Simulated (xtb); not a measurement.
Input for xtb: GFN-FF on BH3O2 (SMILES OBO), a point of a torsion scan.

```
$ xtb mol.xyz --gfnff --sp --chrg 0 --uhf 0
6

O     -1.25167759    -0.30456589    -0.34351779
B     -0.16862939     0.49115275    -0.47176281
O     -0.12621102     1.67240467     0.18282112
H     -1.50311494    -0.61176626     0.52291151
H      0.60254478     0.23449678    -1.33244221
H      0.60853593     2.25103630    -0.00975339
```

What total energy does the run end on?

-0.6892 hartree.
